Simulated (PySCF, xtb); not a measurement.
Si(Br)(OH)2(OMe) (CH5BrO3Si), SMILES CO[Si](O)(O)Br.

GFN2-xTB in xtb 6.7.1 at its own geometry gives an orbital gap of 7.95 eV and a dipole moment of 4.79 D.

Geometry optimised at PBE-D3(BJ)/def2-SVP. One conformer was computed; it need not be the lowest.

Problem. What does PBE/def2-TZVP (PySCF) give? (Estimate from the structure and the level; the computed values follow.)

Solution. gap 6.23 eV (levels -6.99 and -0.76 eV), dipole 0.48 D.
